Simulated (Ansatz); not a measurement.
A series at B: from trimethyl borate, ligands are replaced one by one, each step taking up HCl and setting free CH₃OH; n counts the steps. Ansatz, PBE0-D4/def2-TZVP geometries. Each molecule was computed in one conformer, which needn't be the lowest.

```
n     molecule  HOMO energy, ωB97M-V/def2-TZVPP (eV)
0  `COB(OC)OC`                                     ?
1  `COB(Cl)OC`                                -10.93
2  `COB(Cl)Cl`                                -11.16
3  `ClB(Cl)Cl`                                -11.34
```

Problem. By hand: fit a straight line y = ȳ + b (n − n̄) to the 3 given rows and predict n = 0.

Solution. n̄ = 2.000, ȳ = -11.143; Σ(n − n̄)(y − ȳ) = -0.410, Σ(n − n̄)² = 2.000, so b = -0.205 eV a step. Prediction: -11.143 + (-0.205) × (-2.000) = -10.73 eV.

Problem. By hand: compare with the computed value, -10.55 eV, and give the steps along the whole series.

Solution. The line misses by 0.18 eV (computed minus predicted). Steps: -0.38, -0.23, -0.18 eV.

The steps shrink at each stage, from -0.38 to -0.18 eV, so the series is curved and an end member is harder to predict than an inner one. The highest orbital can change its character along such a series. The miss is 22.8 % of the series' range.
